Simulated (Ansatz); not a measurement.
`[OH][Ge][Br]` + HCl → `[Cl][Ge][Br]` + H₂O  (ligand exchange at a Ge–O bond)

Isolated molecules relaxed with PBE0-D4/def2-TZVP in Ansatz; ΔE leaves out vibrations. CCSD(T)/CBS is the MP2 limit (def2-TZVPP, def2-QZVPP) plus CCSD(T) − MP2 in def2-TZVPP, frozen cores. This one scheme is used for every species. DFT in def2-TZVPP. B3LYP here is the variant with VWN-RPA as its local correlation; programs differ in this. HSE06 is defined as in plane-wave codes. For Br, Ge outer-core shells are correlated without core-valence functions, which leaves a few kJ/mol of doubt a bond. Scalar relativity is left out up to krypton. Each species was taken in one conformer, which may not be the lowest.

| level | ΔE (kJ/mol) | difference from CCSD(T)/CBS |
| --- | --- | --- |
| LDA (SPW92) | -23.0 | 4.3 |
| PBE-D4 | -29.7 | -2.4 |
| revPBE-D4 | -29.9 | -2.6 |
| r2SCAN-D4 | -25.6 | 1.7 |
| B97M-V | -25.1 | 2.2 |
| PBE0-D4 | -31.4 | -4.1 |
| B3LYP-D4 | -28.4 | -1.1 |
| r2SCANh-D4 | -27.0 | 0.3 |
| HSE06-D4 | -31.9 | -4.6 |
| BHLYP-D4 | -29.7 | -2.4 |
| CAM-B3LYP-D4 | -20.5 | 6.8 |
| ωB97X-V | -20.3 | 7.0 |
| ωB97M-V | -23.5 | 3.8 |
| B2PLYP | -23.0 | 4.3 |
| PBE-QIDH | -26.5 | 0.8 |
| PBE | -28.5 | -1.2 |
| revPBE | -29.9 | -2.6 |
| BLYP | -25.0 | 2.3 |
| r2SCAN | -25.5 | 1.8 |
| PBE0 | -30.3 | -3.0 |
| B3LYP | -26.4 | 0.9 |
| r2SCANh | -26.7 | 0.6 |
| r2SCAN0 | -28.4 | -1.1 |
| HSE06 | -30.8 | -3.5 |
| BHLYP | -26.6 | 0.7 |
| CAM-B3LYP | -19.2 | 8.1 |
| RPA@PBE/def2-TZVPP | -17.8 | 9.5 |
| MP2/def2-SVP | -11.9 | 15.4 |
| CCSD/def2-SVP | -14.5 | 12.8 |
| CCSD(T)/def2-SVP | -13.9 | 13.4 |
| HF/def2-TZVPP | -26.2 | 1.1 |
| SCS-MP2/def2-TZVPP | -19.5 | 7.8 |
| CCSD/def2-TZVPP | -20.4 | 6.9 |
| CCSD(T)/def2-TZVPP | -20.3 | 7.0 |
| HF/def2-QZVPP | -26.9 | 0.4 |
| MP2/def2-QZVPP | -26.0 | 1.3 |
| SCS-MP2/def2-QZVPP | -23.6 | 3.7 |
| HF/CBS(def2) | -27.0 | 0.3 |
| MP2/CBS(def2) | -28.8 | -1.5 |
| CCSD/CBS(def2) | -27.4 | -0.1 |
| CCSD(T)/CBS | -27.3 | 0 |

Largest T1 diagnostic among the species: 0.013.

At CCSD(T), def2-SVP lies +13.4 kJ/mol from the extrapolated value and def2-TZVPP +7.0 kJ/mol. Leaving LDA and LC-ωPBE aside and taking each functional with its dispersion term where it has one, the values spread over 11.6 kJ/mol, from HSE06-D4 to ωB97X-V. LDA lies +5.5 kJ/mol from PBE without D4. In def2-TZVPP, CCSD(T) changes the Hartree–Fock value by +5.9 kJ/mol (the triples alone add +0.1 kJ/mol) and MP2 by +4.4 kJ/mol.
